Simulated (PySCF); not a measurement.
C₂H₁₀AlNO₂Si, singlet, geometry from GFN2-xTB (such geometries of metal compounds can be far from the true shape); CASSCF(8,7)/STO-3G run with PySCF.

PySCF was given this input:
```python
from pyscf import gto, scf, mcscf
import numpy

mol = gto.Mole()
mol.atom = '''
    Si    2.50636392   -0.64083132    0.25789493
    N     3.72199979    0.29094144   -0.53592024
    C     0.84491486    0.18519282   -0.14033300
    C    -0.32957007   -0.63673799    0.38632084
    Al   -2.12157586    0.19525777    0.01130257
    O    -3.45243213   -0.64243544    0.50511097
    O    -2.16127075    1.65435803   -0.75395088
    H     2.64938637   -0.74455835    1.72359047
    H     2.61503093   -1.98048634   -0.32623456
    H     4.67794008   -0.01903425   -0.47948845
    H     3.68805804    1.29559105   -0.47300582
    H     0.74513212    0.31529439   -1.21850547
    H     0.80565515    1.18788968    0.28903104
    H    -0.22754237   -0.78877043    1.46387366
    H    -0.30700881   -1.64027836   -0.04550682
    H    -4.23258961   -1.10251818    0.77476282
    H    -2.15911504    2.48745818   -1.19974521
'''
mol.basis = 'sto-3g'
mol.verbose = 4
mol.build()

mf = scf.RHF(mol)
mf.kernel()
mc = mcscf.CASSCF(mf, 7, 8)
mc.fix_spin_(ss=0.0)
mc.kernel()
occ = numpy.linalg.eigvalsh(mc.fcisolver.make_rdm1(mc.ci, mc.ncas, mc.nelecas))[::-1]
ss = mc.fcisolver.spin_square(mc.ci, mc.ncas, mc.nelecas)[0]
print('natural occupations', occ.round(4), ' <S^2>', round(ss, 4))
```

The log (banner, timings and long lists left out):

```
PySCF version 2.14.0

[INPUT] verbose = 4
[INPUT] num. atoms = 17
[INPUT] num. electrons = 72
[INPUT] charge = 0
[INPUT] spin (= nelec alpha-beta = 2S) = 0
[INPUT] symmetry False subgroup None
[INPUT] Mole.unit = angstrom
[INPUT] Symbol           X                Y                Z      unit          X                Y                Z       unit  Magmom
[...]
nuclear repulsion = 420.199417250397
number of shells = 35
number of NR pGTOs = 159
number of NR cGTOs = 53
basis = sto-3g
ecp = {}

******** <class 'pyscf.scf.hf.RHF'> ********
method = RHF
initial guess = minao
damping factor = 0
level_shift factor = 0
DIIS = <class 'pyscf.scf.diis.CDIIS'>
diis_start_cycle = 1
diis_space = 8
diis_damp = 0
SCF conv_tol = 1e-09
SCF conv_tol_grad = None
SCF max_cycles = 50
direct_scf = True
direct_scf_tol = 1e-13
Set gradient conv threshold to 3.16228e-05
Initial guess from minao.
init E= -807.101849309843
[...]
cycle= 1 E= -806.545845149715  delta_E= 0.556  |g|= 0.695  |ddm|= 4.84
[...]
cycle= 2 E= -806.718591148355  delta_E= -0.173  |g|= 0.146  |ddm|= 1.18
[...]
cycle= 3 E= -806.726563746092  delta_E= -0.00797  |g|= 0.0293  |ddm|= 0.242
[...]
cycle= 4 E= -806.727063537411  delta_E= -0.0005  |g|= 0.00603  |ddm|= 0.0728
[...]
cycle= 5 E= -806.727083990764  delta_E= -2.05e-05  |g|= 0.00148  |ddm|= 0.0144
[...]
cycle= 6 E= -806.727085631469  delta_E= -1.64e-06  |g|= 0.000429  |ddm|= 0.00432
[...]
cycle= 7 E= -806.727085770298  delta_E= -1.39e-07  |g|= 5.23e-05  |ddm|= 0.00147
[...]
cycle= 8 E= -806.727085772288  delta_E= -1.99e-09  |g|= 1.23e-05  |ddm|= 0.000157
[...]
cycle= 9 E= -806.7270857724  delta_E= -1.12e-10  |g|= 3.5e-06  |ddm|= 3.48e-05
[...]
Extra cycle  E= -806.72708577241  delta_E= -9.55e-12  |g|= 1.46e-06  |ddm|= 8.59e-06
converged SCF energy = -806.72708577241

******** <class 'pyscf.mcscf.mc1step.CASSCF'> ********
CAS (4e+4e, 7o), ncore = 32, nvir = 14
max_cycle_macro = 50
max_cycle_micro = 4
conv_tol = 1e-07
conv_tol_grad = None
orbital rotation max_stepsize = 0.02
orbital rotation threshold for CI restart = 0.01
augmented hessian ah_max_cycle = 30
augmented hessian ah_conv_tol = 1e-12
augmented hessian ah_linear dependence = 1e-14
augmented hessian ah_level shift = 1e-08
augmented hessian ah_start_tol = 2.5
augmented hessian ah_start_cycle = 3
augmented hessian ah_grad_trust_region = 3
kf_trust_region = 3
kf_interval = 4
ci_response_space = 4
ci_grad_trust_region = 3
with_dep4 0
natorb = False
canonicalization = True
sorting_mo_energy = False
ao2mo_level = 2
internal_rotation = False
******** <class 'pyscf.fci.addons.SpinPenaltyFCISolver'> ********
max. cycles = 50
conv_tol = 1e-08
davidson only = True
linear dependence = 1e-12
level shift = 0.001
max iter space = 12
nroots = 1
pspace_size = 400
spin = None
CASCI E = -806.731068770713  S^2 = 0.0000000
Set conv_tol_grad to 0.000316228
macro iter   1 ( 21 JK    4 micro), CASSCF E = -806.736868748758  dE = -5.79997804e-03  S^2 = 0.0000000
               |grad[o]|=0.0105  |grad[c]|=0.0246  |ddm|=0.0456  |maxRot[o]|=0.269
macro iter   2 ( 21 JK    4 micro), CASSCF E = -806.743735200334  dE = -6.86645158e-03  S^2 = 0.0000000
               |grad[o]|=0.013  |grad[c]|=0.0112  |ddm|=0.033  |maxRot[o]|= 0.22
macro iter   3 ( 21 JK    4 micro), CASSCF E = -806.748995069299  dE = -5.25986897e-03  S^2 = 0.0000000
               |grad[o]|=0.0118  |grad[c]|=0.0143  |ddm|=0.0053  |maxRot[o]|=0.222
macro iter   4 ( 21 JK    4 micro), CASSCF E = -806.752208867963  dE = -3.21379866e-03  S^2 = 0.0000000
               |grad[o]|=0.013  |grad[c]|=0.0145  |ddm|=0.0158  |maxRot[o]|=0.176
macro iter   5 ( 21 JK    4 micro), CASSCF E = -806.754658483394  dE = -2.44961543e-03  S^2 = 0.0000000
               |grad[o]|=0.0124  |grad[c]|=0.00809  |ddm|=0.00508  |maxRot[o]|=0.0803
macro iter   6 ( 21 JK    4 micro), CASSCF E = -806.756228229381  dE = -1.56974599e-03  S^2 = 0.0000000
               |grad[o]|=0.0103  |grad[c]|=0.0223  |ddm|=0.00393  |maxRot[o]|=0.127
[...]
macro iter  17 ( 12 JK    3 micro), CASSCF E = -806.762948389931  dE = -8.73899889e-04  S^2 = 0.0000000
               |grad[o]|=0.00388  |grad[c]|=0.0333  |ddm|=0.0249  |maxRot[o]|=0.149
macro iter  18 ( 12 JK    3 micro), CASSCF E = -806.763879501529  dE = -9.31111598e-04  S^2 = 0.0000000
               |grad[o]|=0.00403  |grad[c]|=0.027  |ddm|=0.0222  |maxRot[o]|=0.149
macro iter  19 ( 12 JK    3 micro), CASSCF E = -806.765035908160  dE = -1.15640663e-03  S^2 = 0.0000000
               |grad[o]|=0.00401  |grad[c]|=0.0218  |ddm|=0.0229  |maxRot[o]|=0.149
macro iter  20 ( 21 JK    4 micro), CASSCF E = -806.766824715610  dE = -1.78880745e-03  S^2 = 0.0000000
               |grad[o]|=0.00411  |grad[c]|=0.0174  |ddm|=0.0286  |maxRot[o]|=0.148
macro iter  21 ( 12 JK    3 micro), CASSCF E = -806.770497182397  dE = -3.67246679e-03  S^2 = 0.0000000
               |grad[o]|=0.00573  |grad[c]|=0.0227  |ddm|=0.026  |maxRot[o]|=0.142
macro iter  22 ( 17 JK    4 micro), CASSCF E = -806.773288031559  dE = -2.79084916e-03  S^2 = 0.0000000
               |grad[o]|=0.00752  |grad[c]|=0.031  |ddm|=0.0111  |maxRot[o]|=0.117
macro iter  23 ( 21 JK    4 micro), CASSCF E = -806.774014075900  dE = -7.26044341e-04  S^2 = 0.0000000
               |grad[o]|=0.00718  |grad[c]|=0.0151  |ddm|=0.00443  |maxRot[o]|=0.0669
macro iter  24 (  7 JK    2 micro), CASSCF E = -806.774625253718  dE = -6.11177818e-04  S^2 = 0.0000000
               |grad[o]|=0.00594  |grad[c]|=0.0134  |ddm|=0.00491  |maxRot[o]|=0.0679
macro iter  25 (  7 JK    2 micro), CASSCF E = -806.774869896758  dE = -2.44643040e-04  S^2 = 0.0000000
               |grad[o]|=0.00294  |grad[c]|=0.0299  |ddm|=0.00906  |maxRot[o]|=0.0684
macro iter  26 (  7 JK    2 micro), CASSCF E = -806.774990173063  dE = -1.20276305e-04  S^2 = 0.0000000
               |grad[o]|=0.0015  |grad[c]|=0.0311  |ddm|=0.00836  |maxRot[o]|=0.0694
macro iter  27 (  7 JK    2 micro), CASSCF E = -806.775033051471  dE = -4.28784075e-05  S^2 = 0.0000000
               |grad[o]|=0.000664  |grad[c]|=0.0228  |ddm|=0.00567  |maxRot[o]|=0.0676
macro iter  28 ( 15 JK    4 micro), CASSCF E = -806.774962749647  dE =  7.03018238e-05  S^2 = 0.0000000
               |grad[o]|=0.00048  |grad[c]|=0.0477  |ddm|=0.00868  |maxRot[o]|=0.109
macro iter  29 ( 21 JK    4 micro), CASSCF E = -806.774972800688  dE = -1.00510406e-05  S^2 = 0.0000000
               |grad[o]|=0.00161  |grad[c]|=0.00326  |ddm|=0.000527  |maxRot[o]|=0.0331
macro iter  30 ( 17 JK    4 micro), CASSCF E = -806.775002680591  dE = -2.98799032e-05  S^2 = 0.0000000
               |grad[o]|=0.00101  |grad[c]|=0.00703  |ddm|=0.00153  |maxRot[o]|=0.0379
macro iter  31 (  7 JK    2 micro), CASSCF E = -806.775027713449  dE = -2.50328578e-05  S^2 = 0.0000000
               |grad[o]|=0.000629  |grad[c]|=0.00799  |ddm|=0.00209  |maxRot[o]|=0.0517
macro iter  32 (  7 JK    2 micro), CASSCF E = -806.775038362811  dE = -1.06493626e-05  S^2 = 0.0000000
               |grad[o]|=0.000364  |grad[c]|=0.00745  |ddm|=0.00193  |maxRot[o]|=0.0486
macro iter  33 ( 17 JK    4 micro), CASSCF E = -806.775038873109  dE = -5.10297923e-07  S^2 = 0.0000000
               |grad[o]|=0.000268  |grad[c]|=0.00238  |ddm|=0.000812  |maxRot[o]|=0.0214
macro iter  34 (  6 JK    1 micro), CASSCF E = -806.775039318179  dE = -4.45069418e-07  S^2 = 0.0000000
               |grad[o]|=0.000152  |grad[c]|=0.000362  |ddm|=6.99e-05  |maxRot[o]|=0.0102
macro iter  35 (  4 JK    1 micro), CASSCF E = -806.775039338692  dE = -2.05134256e-08  S^2 = 0.0000000
               |grad[o]|=5.63e-05  |grad[c]|=4.36e-05  |ddm|=8.77e-06  |maxRot[o]|=0.00102
1-step CASSCF converged in  35 macro (505 JK 110 micro) steps
CASSCF canonicalization
Density matrix diagonal elements [1.99334652 1.97621624 1.98729143 1.97514261 0.02540683 0.0187576
 0.02383878]
CASSCF energy = -806.775039338692
CASCI E = -806.775039338692  E(CI) = -12.4550760719720  S^2 = 0.0000000
natural occupations [1.9989 1.9822 1.9762 1.9753 0.0252 0.0238 0.0184]  <S^2> 0.0
```
